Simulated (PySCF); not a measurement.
**Electron correlation in Ni+ (nickel, charge +1)**

[Ar] 3d9, 2D determinant. Computed with PySCF 2.14 in def2-QZVPPD, with the non-relativistic Hamiltonian (point nucleus). Frozen: [Ne]; 17 electrons correlated.

MP2 pair energies summed by pair of shells (mhartree):

```
 pair   energy  share (%)
3d-3d  -384.22       52.2
3p-3d  -219.11       29.8
3s-3d   -52.82        7.2
3p-3p   -49.62        6.7
3s-3p   -25.17        3.4
3s-3s    -4.46        0.6
```

Total MP2 correlation energy: -735.40 mhartree.

Same-spin part -242.35 and opposite-spin part -493.05 mhartree; SCS-MP2 scales them by 1/3 and 6/5 to -672.44 mhartree.

This basis was not built for core-valence correlation, so the inner-shell part is incomplete.
